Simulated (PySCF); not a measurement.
NICS in isomers of C8H12N2.

Definitions: NICS(0) = −σiso at the ring centroid; NICS(1) = −σiso and NICS(1)zz = −σzz at ±1 Å along the ring normal z. Level: GIAO PBE0/pcSseg-1 (PySCF, non-relativistic, gas phase) on the GFN2-xTB geometries, one conformer each. Atom numbers follow the mapped SMILES.

Question: Order these rings by mean NICS(1)zz, lowest (most negative) first (ppm).
A. ring C5–C6–C7–C8–C9–C10 in `[NH2:1][CH2:2][CH2:3][NH:4][c:5]1[cH:6][cH:7][cH:8][cH:9][cH:10]1`
B. ring C3–C4–N5–N6–C10 in `[CH2:1]=[CH:2][c:3]1[cH:4][n:5][n:6]([CH:7]([CH3:8])[CH3:9])[cH:10]1`
C. ring C2–C3–N4–N5–C10 in `[CH3:1][c:2]1[cH:3][n:4][n:5]([CH:6]2[CH2:7][CH2:8][CH2:9]2)[cH:10]1`

Answer: C (-28.8), B (-27.6), A (-25.2).

```csv
SMILES,ring,NICS(0),NICS(1),NICS(1)zz,HOMA,rms pucker (Å),ring atoms with four or more neighbours
Cc1cnn(C2CCC2)c1,5-membered ring with 2 N; formal bonds all aromatic,-12.5,-11.5,-28.8,0.96,0.00,0
C=Cc1cnn(C(C)C)c1,5-membered ring with 2 N; formal bonds all aromatic,-12.1,-11.1,-27.6,0.95,0.00,0
NCCNc1ccccc1,6-membered carbocycle; formal bonds all aromatic,-8.2,-10.2,-25.2,0.98,0.00,0
```

NICS(0) gives the same order. The isotropic NICS(1) gives the same order. HOMA uses Krygowski's 1993 parameters. NICS(1) and NICS(1)zz are means over the two faces.
